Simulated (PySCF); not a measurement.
From a computed spectrum to the compound

A species of 11 atoms with charge 2 has these harmonic modes (PBE0, small Gaussian bases with core potentials, PySCF 2.14.0):

| cm⁻¹ | km/mol | symmetry |
| --- | --- | --- |
| 294 | 0.9 | e1 |
| 294 | 0.9 | e1 |
| 325 | 0.0 | a1 |
| 569 | 0.0 | e2 |
| 569 | 0.0 | e2 |
| 836 | 0.0 | e2 |
| 836 | 0.0 | e2 |
| 889 | 122.9 | a1 |
| 922 | 1.1 | e1 |
| 922 | 1.1 | e1 |
| 976 | 0.0 | e2 |
| 976 | 0.0 | e2 |
| 1020 | 7.1 | e1 |
| 1020 | 7.1 | e1 |
| 1080 | 0.0 | e2 |
| 1080 | 0.0 | e2 |
| 1124 | 39.2 | a1 |
| 1274 | 0.0 | a2 |
| 1389 | 0.0 | e2 |
| 1389 | 0.0 | e2 |
| 1446 | 64.1 | e1 |
| 1446 | 64.1 | e1 |
| 3222 | 0.0 | e2 |
| 3222 | 0.0 | e2 |
| 3229 | 184.2 | e1 |
| 3229 | 184.2 | e1 |
| 3240 | 9.8 | a1 |

(1) Which species is it, and in which structure?

## Answers

(1) [Bi(Cp)]2+ (singlet):
```xyz
11

Bi    0.0000    0.0000   -0.5136
C     1.2238    0.0000    1.6462
C     0.3782    1.1639    1.6462
C    -0.9900    0.7193    1.6462
C    -0.9900   -0.7193    1.6462
C     0.3782   -1.1639    1.6462
H     2.3187    0.0000    1.7000
H     0.7165    2.2053    1.7000
H    -1.8759    1.3629    1.7000
H    -1.8759   -1.3629    1.7000
H     0.7165   -2.2053    1.7000
```
Ideal gas at 298.15 K and 1 bar: S = 308.7 J/(mol K), Cp = 86.7 J/(mol K), H − H(0 K) = 15.6 kJ/mol (rigid rotor, harmonic modes, spin degeneracy alone). 
 This is one of several that fit.
